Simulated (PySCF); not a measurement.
**Dipole response of Be⁺ (beryllium, charge +1)**

[He] 2s1, 2S determinant. Computed with PySCF 2.14 in aug-cc-pVDZ (4s3p2d, 23 functions), with no relativity, point nucleus. Coupled (time-dependent) response in atomic units; α is the mean over directions. A double-zeta set is small for polarisabilities.

| method | mean α (bohr³) | C₆ (like pair) | S(−4) |
| --- | --- | --- | --- |
| UHF | 25.35 | 73.17 | 1148 |
| PBE | 22.07 | 59.60 | 870.3 |
| PBE0 | 22.73 | 62.20 | 923.1 |
| wB97X | 24.67 | 71.49 | 1050 |

S(−4) is the Cauchy moment in α(ω) = α(0) + S(−4) ω² + …

α(iu) at UHF:

| u (hartree) | α(iu) (bohr³) |
| --- | --- |
| 0 | 25.35 |
| 0.0500 | 22.78 |
| 0.100 | 17.51 |
| 0.200 | 9.263 |
| 0.300 | 5.318 |
| 0.500 | 2.348 |
| 0.750 | 1.160 |
| 1.00 | 0.6900 |
| 1.50 | 0.3282 |
| 2.00 | 0.1943 |
| 3.00 | 0.09426 |
| 5.00 | 0.03849 |

A single London oscillator, α(iu) = α/(1 + u²/ω²), gives C₆ = (3/4) ω α². Matching the computed C₆ needs ω = 4 × 73.17 / (3 × 25.35²) = 0.152 hartree.

For an ion, C₆ is the dispersion term alone; charge-induced terms of lower order in 1/R come first.
